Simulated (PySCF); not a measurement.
CH2N, doublet, geometry from GFN2-xTB; PySCF with DF-BLYP/cc-pVDZ.

Here is a job for PySCF.
```python
from pyscf import gto, scf, dft

mol = gto.M(
    atom='''
C    -0.47320977    0.10465327   -0.01136862
N     0.71144548   -0.15734057    0.01709212
H    -1.26811447   -0.64983981    0.04145278
H    -0.87274529    1.12330419   -0.09288584
''',
    basis='cc-pvdz',
    spin=1,
    verbose=4,
)

mf = dft.UKS(mol)
mf.xc = 'blyp'
mf = mf.density_fit(auxbasis='def2-universal-jkfit')
mf.kernel()
```

Output, abridged:

```
PySCF version 2.14.0

[INPUT] verbose = 4
[INPUT] num. atoms = 4
[INPUT] num. electrons = 15
[INPUT] charge = 0
[INPUT] spin (= nelec alpha-beta = 2S) = 1
[INPUT] symmetry False subgroup None
[INPUT] Mole.unit = angstrom
[INPUT] Symbol           X                Y                Z      unit          X                Y                Z       unit  Magmom
[INPUT]  1 C     -0.473209770000   0.104653270000  -0.011368620000 AA   -0.894236864768   0.197766018340  -0.021483578214 Bohr   0.0
[INPUT]  2 N      0.711445480000  -0.157340570000   0.017092120000 AA    1.344437109760  -0.297330585583   0.032299425688 Bohr   0.0
[INPUT]  3 H     -1.268114470000  -0.649839810000   0.041452780000 AA   -2.396389042898  -1.228019265739   0.078334401302 Bohr   0.0
[INPUT]  4 H     -0.872745290000   1.123304190000  -0.092885840000 AA   -1.649249574604   2.122737273676  -0.175528798450 Bohr   0.0

nuclear repulsion = 28.0228415255479
number of shells = 16
number of NR pGTOs = 66
number of NR cGTOs = 38
basis = cc-pvdz
ecp = {}

******** <class 'pyscf.df.df_jk.DFUKS'> ********
method = DFUKS
initial guess = minao
damping factor = 0
level_shift factor = 0
DIIS = <class 'pyscf.scf.diis.CDIIS'>
diis_start_cycle = 1
diis_space = 8
diis_damp = 0
SCF conv_tol = 1e-09
SCF conv_tol_grad = None
SCF max_cycles = 50
direct_scf = False
number electrons alpha = 8  beta = 7
XC library pyscf.dft.libxc version 7.1.2
    S. Lehtola, C. Steigemann, M. J. T. Oliveira, and M. A. L. Marques,  SoftwareX 7, 1–5 (2018)
XC functionals = blyp
    A. D. Becke,  Phys. Rev. A 38, 3098 (1988)
    C. Lee, W. Yang, and R. G. Parr,  Phys. Rev. B 37, 785 (1988)
    B. Miehlich, A. Savin, H. Stoll, and H. Preuss,  Chem. Phys. Lett. 157, 200 (1989)
radial grids:
    Treutler-Ahlrichs [JCP 102, 346 (1995); DOI:10.1063/1.469408] (M4) radial grids

becke partition: Becke, JCP 88, 2547 (1988); DOI:10.1063/1.454033
pruning grids: <function nwchem_prune>
grids dens level: 3
symmetrized grids: False
atomic radii adjust function: <function treutler_atomic_radii_adjust>
small_rho_cutoff = 0
Set gradient conv threshold to 3.16228e-05
tot grids = 47640
init E= -94.0534608780059

cycle= 1 E= -93.9300800662122  delta_E= 0.123  |g|= 0.175  |ddm|=  1.4
cycle= 2 E= -93.8855658272206  delta_E= 0.0445  |g|= 0.343  |ddm|= 0.527
cycle= 3 E= -93.9472352780858  delta_E= -0.0617  |g|= 0.0895  |ddm|= 0.36
cycle= 4 E= -93.9509359102582  delta_E= -0.0037  |g|= 0.0202  |ddm|= 0.0736
cycle= 5 E= -93.9511687951244  delta_E= -0.000233  |g|= 0.00283  |ddm|= 0.0189
cycle= 6 E= -93.9511781933156  delta_E= -9.4e-06  |g|= 0.000717  |ddm|= 0.00459
cycle= 7 E= -93.9511794371759  delta_E= -1.24e-06  |g|= 0.000136  |ddm|= 0.00215
cycle= 8 E= -93.9511794848761  delta_E= -4.77e-08  |g|= 3.07e-05  |ddm|= 0.000489
cycle= 9 E= -93.9511794855789  delta_E= -7.03e-10  |g|= 4.69e-06  |ddm|= 4.2e-05
Extra cycle  E= -93.9511794855508  delta_E= 2.81e-11  |g|= 9.25e-06  |ddm|= 1.17e-05
converged SCF energy = -93.9511794855508  <S^2> = 0.75583614  2S+1 = 2.0058277
```
